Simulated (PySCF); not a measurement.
From one molecule to another.

First species: C6H8P2.
SMILES: `C=CC1=CP(P)C=C1`

Second species: C2H7ClOSi.
Cartesian coordinates in Å at the GFN2-xTB level; atoms count from 1:
```xyz
12
C2H7ClOSi angstrom
C     -1.8756    0.0051    0.3905
C     -0.5941   -0.3720   -0.3352
O      0.4271    0.5226    0.0268
Si     2.0284    0.4578   -0.1216
Cl     2.7300   -1.2977    0.5898
H     -2.6762   -0.6699    0.1013
H     -1.7259   -0.0576    1.4653
H     -2.1580    1.0241    0.1389
H     -0.2963   -1.3950   -0.0765
H     -0.7406   -0.3208   -1.4207
H      2.4090    1.5698    0.7256
H      2.4734    0.5328   -1.5102
```

Levels: wB97X-D/def2-SVPD for dipole moment, HOMO energy, LUMO energy, HOMO–LUMO gap, static isotropic polarisability and electronic spatial extent ⟨r²⟩ about the centre of nuclear charge; TDDFT wB97X-D/def2-SVPD for lowest singlet excitation; TDA wB97X-D/def2-SVPD for lowest triplet excitation (Tamm–Dancoff); GFN2-xTB for rotational constant A and rotational constant C. Geometries: GFN2-xTB. Each structure is a single optimised conformer of the isolated species, non-relativistic unless stated; the electronic structure was computed with PySCF and density fitting.

Dipoles, sizes and rotational constants follow the conformer. The torsions of the flexible species, by atom-mapped SMILES:
- `[CH2:1]=[CH:2][c:3]1[cH:4][cH:5][p:6]([PH2:7])[cH:8]1`: C1–C2–C3–C4 -7°, H–P7–P6–C5 180°, H–P7–P6–C5 88°
- `[CH3:1][CH2:2][O:3][SiH2:4][Cl:5]`: C1–C2–O3–Si4 164°, C2–O3–Si4–Cl5 -50°

Which of the two has the higher rotational constant C, and by how much?

The second: 1.314 GHz against 0.769 GHz, a difference of 0.545 GHz.

Which of the two has the higher ⟨r²⟩, and by how much?

The first: 1549 bohr² against 903 bohr², a difference of 646 bohr².

Which of the two has the higher T1 energy, and by how much?

The second: 7.47 eV against 2.85 eV, a difference of 4.62 eV.

Which has the higher HOMO energy?

The first: -8.16 eV against -10.34 eV, a difference of 2.18 eV.

Which has the higher dipole moment?

The second: 1.42 D against 0.37 D, a difference of 1.05 D.

Which has the higher S1 energy?

The second: 7.79 eV against 4.27 eV, a difference of 3.52 eV.

Which has the higher HOMO–LUMO gap?

The second: 12.43 eV against 8.19 eV, a difference of 4.24 eV.

Which has the higher static isotropic polarisability?

The first: 127.2 au against 66.6 au, a difference of 60.6 au.

On the first: No computed singlet falls in the visible range (750 to 380 nm, 1.65 to 3.26 eV); S1 lies 1.01 eV above its blue end.

On the second: A dipole of 1.42 D is allowed in C1, and pure rotational transitions are dipole-allowed. The principal polarisabilities are 59.5, 65.5 and 74.7 au; their mean is the isotropic value.
